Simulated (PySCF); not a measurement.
Two species compared at the same levels of theory.

First species: C4H4F2O4.
SMILES: `O=CO[C@@H]1O[C@@H]1OC(F)F`

Second species: C6H5FSi.
Structure used (GFN2-xTB), in Å, numbered top down from 1:
```
atom  x, y, z in Å
C1    -3.0165   -0.8649   -0.8233
C2    -2.0211   -0.4036   -0.3382
C3    -0.8154    0.1305    0.1893
C4    -0.0589    1.1547   -0.6754
F5     0.2814    2.3190   -0.0335
Si6    0.9080   -0.4545   -0.3979
C7     2.1960   -0.4019    0.9043
C8     3.0352   -0.3578    1.7657
H9    -3.9035   -1.2578   -1.2209
H10   -0.8981    0.4221    1.2322
H11   -0.5120    1.4038   -1.6313
H12    1.0335   -1.3754   -1.5090
H13    3.7670   -0.3137    2.5201
```

Levels: wB97X-D/def2-SVPD for dipole moment, HOMO energy, LUMO energy, HOMO–LUMO gap, static isotropic polarisability and electronic spatial extent ⟨r²⟩ about the centre of nuclear charge; TDDFT wB97X-D/def2-SVPD for lowest singlet excitation; TDA wB97X-D/def2-SVPD for lowest triplet excitation (Tamm–Dancoff); GFN2-xTB for rotational constant A and rotational constant C. Geometries: GFN2-xTB. Each structure is a single optimised conformer of the isolated species, non-relativistic unless stated; the electronic structure was computed with PySCF and density fitting.

The conformers computed, where there is a choice (atom-mapped SMILES and torsion angles):
- `[O:1]=[CH:2][O:3][C@@H:4]1[O:5][C@@H:6]1[O:7][CH:8]([F:9])[F:10]`: O1–C2–O3–C4 -1°, C2–O3–C4–O5 -142°, O5–C6–O7–C8 -25°, C6–O7–C8–F9 -104°

Values for the first species:

```
Dipole moment                                                     : 1.24 D
HOMO energy                                                       : -10.58 eV
LUMO energy                                                       : 1.11 eV
HOMO–LUMO gap                                                     : 11.69 eV
Lowest singlet excitation                                         : 5.96 eV
Lowest triplet excitation (Tamm–Dancoff)                          : 5.44 eV
Static isotropic polarisability                                   : 62.2 au
Electronic spatial extent ⟨r²⟩ about the centre of nuclear charge : 1508 bohr²
Rotational constant A                                             : 2.601 GHz
Rotational constant C                                             : 0.694 GHz
```

Q: Estimate the same properties for the second species, and the change in each.

A: 
| property | first | second | second less first |
| --- | --- | --- | --- |
| dipole moment | 1.24 D | 1.96 D | +0.72 D |
| HOMO energy | -10.58 eV | -8.68 eV | +1.90 eV |
| LUMO energy | 1.11 eV | 0.66 eV | -0.45 eV |
| HOMO–LUMO gap | 11.69 eV | 9.34 eV | -2.35 eV |
| lowest singlet excitation | 5.96 eV | 5.47 eV | -0.49 eV |
| lowest triplet excitation (Tamm–Dancoff) | 5.44 eV | 4.29 eV | -1.15 eV |
| static isotropic polarisability | 62.2 au | 96.7 au | +34.5 au |
| electronic spatial extent ⟨r²⟩ about the centre of nuclear charge | 1508 bohr² | 1285 bohr² | -223 bohr² |
| rotational constant A | 2.601 GHz | 2.874 GHz | +0.273 GHz |
| rotational constant C | 0.694 GHz | 0.879 GHz | +0.185 GHz |

On the first: In wavenumbers S1 is 48100 cm⁻¹ (1 eV = 8065.54 cm⁻¹). The polarisability is 9.21 Å³ as a volume (1 au = 0.148185 Å³), or 0.80 au for each of the 78 electrons.

On the second: No computed singlet falls in the visible range (750 to 380 nm, 1.65 to 3.26 eV); S1 lies 2.21 eV above its blue end. The vertical singlet–triplet gap S1 − T1 is 1.18 eV (TDDFT singlet less Tamm–Dancoff triplet; S1: HOMO→LUMO, weight 0.70; T1: HOMO→LUMO, weight 0.82).
